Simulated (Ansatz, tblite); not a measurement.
Cost and result up the ladder for MoO₂F₂ (5 atoms). Charge 0, multiplicity 1. Geometry: PBE-D4/def2-SVP.

```xyz
5

Mo   -0.007    0.002    0.002
O    -1.265    0.507   -1.001
O    -0.635   -0.041    1.567
F     1.376    1.231   -0.075
F     0.531   -1.700   -0.493
```

Ansatz on 4 threads of Arm Neoverse V1 on a shared host; xTB runs through tblite on one thread. Times are rough, summed over both states, and most runs start from the orbitals of an earlier one. PBE0-D4/def2-TZVP serves as the yardstick here, not as an exact answer. The other state is a triplet.

In the def2 sets Mo takes a core potential; there is no spin–orbit coupling. The xTB rows come from tblite.

xTB has no spin-polarisation term.

| level | functions | wall time |
| --- | --- | --- |
| GFN1-xTB | 25 | 0.006 s |
| GFN2-xTB | 25 | 0.006 s |
| PBE-D4/def2-TZVP | 164 | 4.5 s |
| PBE0-D4/def2-TZVP | 164 | 9 s |
| r2SCAN-D4/def2-TZVP | 164 | 13 s |

(1) Estimate what each level gives for the vertical triplet (eV).

## Answers

(1) 
```json
{"level": "GFN1-xTB", "vertical triplet (eV)": "5.45", "difference from PBE0-D4/def2-TZVP (eV)": "1.64"}
{"level": "GFN2-xTB", "vertical triplet (eV)": "4.28", "difference from PBE0-D4/def2-TZVP (eV)": "0.47"}
{"level": "PBE-D4/def2-TZVP", "vertical triplet (eV)": "4.24", "difference from PBE0-D4/def2-TZVP (eV)": "0.43"}
{"level": "PBE0-D4/def2-TZVP", "vertical triplet (eV)": "3.81", "difference from PBE0-D4/def2-TZVP (eV)": "0.00"}
{"level": "r2SCAN-D4/def2-TZVP", "vertical triplet (eV)": "4.08", "difference from PBE0-D4/def2-TZVP (eV)": "0.27"}
```
